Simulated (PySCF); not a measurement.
# Electron correlation in Sb³⁴⁺ (antimony, charge +34)

[Ne] 3s2 3p5, 2P determinant. Computed with PySCF 2.14 in an even-tempered Gaussian basis (18 s from 5.3 bohr⁻², ratio 2.5; 12 p from 6.9 bohr⁻², ratio 2.5; 5 d from 32 bohr⁻², ratio 2.7; 4 f from 47 bohr⁻², ratio 2.7), with scalar relativity by spin-free X2C-1e. Frozen: 1s2; 15 electrons correlated; the 21 highest virtual orbitals of each spin left out.

```tsv
level	correlation energy (mhartree)
CCSD	-613.62
(T)	-1.28
CCSD(T)	-614.90
```

Diagnostics: T1 = 0.00062, D1 = 0.0028, largest double amplitude 0.022.

Spin-orbit coupling, absent here, splits the open shell strongly.

Cost of the coupled-cluster step: roughly 70 core-seconds, for 15 correlated electrons.

Iterations:

```
CC2 = 0
CCSD nocc = (np.int64(8), np.int64(7)), nmo = (85, 85)
frozen orbitals [[0, 86, 87, 88, 89, 90, 91, 92, 93, 94, 95, 96, 97, 98, 99, 100, 101, 102, 103, 104, 105, 106], [0, 86, 87, 88, 89, 90, 91, 92, 93, 94, 95, 96, 97, 98, 99, 100, 101, 102, 103, 104, 105, 106]]
max_cycle = 100
direct = 0
conv_tol = 1e-08
conv_tol_normt = 1e-06
diis_space = 8
diis_start_cycle = 0
Init t2, MP2 energy = -0.600626530349081
Init E_corr(UCCSD) = -0.600626530349863
cycle = 1  E_corr(UCCSD) = -0.61121707580911  dE = -0.0105905455  norm(t1,t2) = 0.00777325
cycle = 2  E_corr(UCCSD) = -0.613213880757195  dE = -0.00199680495  norm(t1,t2) = 0.00150447
cycle = 3  E_corr(UCCSD) = -0.613621936149797  dE = -0.000408055393  norm(t1,t2) = 0.00032326
cycle = 4  E_corr(UCCSD) = -0.613616126388878  dE = 5.80976092e-06  norm(t1,t2) = 1.62041e-05
cycle = 5  E_corr(UCCSD) = -0.613615961493838  dE = 1.64895039e-07  norm(t1,t2) = 9.28512e-07
cycle = 6  E_corr(UCCSD) = -0.613616019044254  dE = -5.75504158e-08  norm(t1,t2) = 8.23714e-08
cycle = 7  E_corr(UCCSD) = -0.613616017730363  dE = 1.31389077e-09  norm(t1,t2) = 5.68526e-09
UCCSD converged
E(UCCSD) = -5579.778726230873  E_corr = -0.6136160177303634
UCCSD(T) correction = -0.00128028946287298
```

At this charge the one-electron X2C treatment keeps the bare 1/r₁₂, with no two-electron picture change or Breit term. The effect here is smaller than on the frozen 1s shell; and a scalar Hamiltonian misses the large spin-orbit splitting of the p shells, which matters for ns² → np² pairs.
